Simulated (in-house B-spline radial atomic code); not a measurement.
Settings and results of a run for the iron ion Fe⁶⁺ (an excited or competing configuration). Method: Dirac-Hartree-Fock, average of configuration, Fermi nucleus of rms radius 3.7377 fm. Calculated with a B-spline radial code for spherical atoms.

Command:
```bash
python run_scf.py task.json out
```
Settings (nuclear radius in fm, mass in u):
```
Z                26
configuration    [Ar] 3d1 7p1
hamiltonian      dirac
method           hf
spin_polarised   False
nucleus          fermi
rms_radius       3.7377
atomic_mass      55.93494
speed_of_light   137.035999084
```

Output (hartree, bohr):
```
 radial grid: 73 intervals, B-splines of order 8, outer radius 36.5672 bohr

 iter        energy (Eh)    residual
    1      -1247.2455006    8.15e-01
    2      -1256.9889168    1.96e-01
    3      -1257.4143054    7.75e-02
    4      -1257.4826779    3.14e-02
    5      -1257.4950798    5.82e-03
    6      -1257.4956495    2.27e-04
    7      -1257.4956500    1.61e-05
    8      -1257.4956500    1.13e-06
    9      -1257.4956500    3.98e-08

 total energy                    -1257.495650
 kinetic                           1276.13852
 electron-nucleus                 -2911.08632
 electron-electron                  377.45215

 first-order corrections (not in the total)
   Gaunt                            0.51469
   retardation                     -0.04532
   frequency dependence            -0.00125
   self-energy                      0.34125
   Uehling                         -0.02885
   Wichmann-Kroll                   0.00018
   recoil                           0.00964

 orbital      occ     eigenvalue          <r>       <r^2>       <1/r>     <1/r^2>       r_max    small
 1s1/2      2.000     -269.07578    0.0584293  0.00459214     25.9798     1383.24     0.03828  8.75e-03
 2s1/2      2.000      -37.86586     0.264778   0.0827414     5.62027     133.569      0.2217  1.63e-03
 2p1/2      2.000      -33.22570     0.232361   0.0662753     5.53633     42.9224      0.1783  1.59e-03
 2p3/2      4.000      -32.76004     0.235284   0.0678202     5.44028     40.5745      0.1807  1.57e-03
 3s1/2      2.000       -9.02868     0.759446      0.6581     1.86072      21.911      0.6788  3.95e-04
 3p1/2      2.000       -7.47584     0.775879     0.69654     1.75761     6.85976      0.6799  3.61e-04
 3p3/2      4.000       -7.40426     0.782132    0.707536     1.73794     6.52075      0.6857  3.57e-04
 3d3/2      0.400       -5.39436     0.781467    0.726287      1.5659     3.11613       0.622  2.97e-04
 3d5/2      0.600       -5.38538     0.783203    0.729331     1.56168     3.09585      0.6235  2.96e-04
 7p1/2      0.333       -0.65475      7.90724     69.8255    0.179623    0.177092       8.646  2.03e-05
 7p3/2      0.667       -0.65308      7.92774     70.1863    0.178993    0.170158        8.67  2.02e-05
```

Run time, properties included: 1.2 s on 1 thread of Arm Neoverse V1, with other jobs on the host.

For the Dirac Hamiltonian the kinetic term is c α·p + (β - 1)c².
